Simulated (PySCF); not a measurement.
Geometry:
| atom | x (Å) | y (Å) | z (Å) |
| --- | --- | --- | --- |
| C1 | 3.035 | 0.057 | 0.024 |
| C2 | 1.551 | 0.010 | 0.009 |
| N3 | 0.793 | 1.079 | 0.115 |
| N4 | -0.495 | 0.678 | 0.061 |
| Si5 | -1.759 | 1.888 | 0.206 |
| C6 | -0.578 | -0.671 | -0.083 |
| C7 | -1.865 | -1.403 | -0.176 |
| C8 | 0.718 | -1.123 | -0.119 |
| F9 | 1.117 | -2.403 | -0.248 |
| H10 | 3.424 | -0.567 | 0.828 |
| H11 | 3.362 | 1.082 | 0.169 |
| H12 | 3.432 | -0.321 | -0.917 |
| H13 | -2.596 | 1.781 | -0.993 |
| H14 | -1.029 | 3.137 | 0.318 |
| H15 | -2.549 | 1.547 | 1.393 |
| H16 | -1.670 | -2.468 | -0.270 |
| H17 | -2.432 | -1.067 | -1.043 |
| H18 | -2.468 | -1.229 | 0.715 |

Non-relativistic, no solvent model, rapidly exchanging positions averaged, one conformer. GFN2-xTB geometry; PBE0/pcSseg-1 with gauge-including orbitals; PySCF 2.14.0 with density-fitted response routines.

Shifts are taken against calculated references (same method and geometry level): $^{13}$C (σ = 186.93 ppm) and $^{1}$H (σ = 31.72 ppm) and $^{29}$Si (σ = 349.16 ppm) vs TMS; $^{15}$N (σ = 267.73 ppm) against NH3; $^{19}$F (σ = 170.95 ppm) against CFCl3.

```
      atoms    nucleus  count  δ (ppm)
H10/H11/H12    $^{1}$H      3     2.42
H16/H17/H18    $^{1}$H      3        ?
H13/H14/H15    $^{1}$H      3     5.16
         F9   $^{19}$F      1   -193.0
         N3   $^{15}$N      1    341.7
         C7   $^{13}$C      1     10.2
         C2   $^{13}$C      1    144.0
         C6   $^{13}$C      1        ?
         C8   $^{13}$C      1        ?
         C1   $^{13}$C      1     13.5
         N4   $^{15}$N      1        ?
        Si5  $^{29}$Si      1    -48.6
```

Fill in the missing shifts.

Results:


- C8: 158.6 ppm, aromatic carbon bearing fluorine; the electronegative substituent deshields the carbon that carries it
- C6: 134.3 ppm, substituted aromatic carbon next to a ring nitrogen
- H16/H17/H18: 2.43 ppm, hydrogen on a methyl carbon on an aromatic ring; benzylic-type position, deshielded by the ring
- N4: 202.4 ppm, pyrrole-type ring nitrogen

Shifts are as computed. Against solution values, carbons near 30 ppm lie about +3 ppm off and those near 130 ppm about +5 ppm. Of 1309 compounds with measured shifts, 239 miss one by over three times the rms of a fit or turn the order of signals round; such compounds aren't used in these exercises. Unscaled 19F shifts against computed CFCl3 carry errors that often reach 10 to 50 ppm. Experimental scales use liquid or dissolved standards, which lie at an offset from isolated NH3 (liquid NH3: subtract about 20 ppm). Unscaled 15N shifts of sp2 nitrogen come out 20 to 40 ppm too high even then.
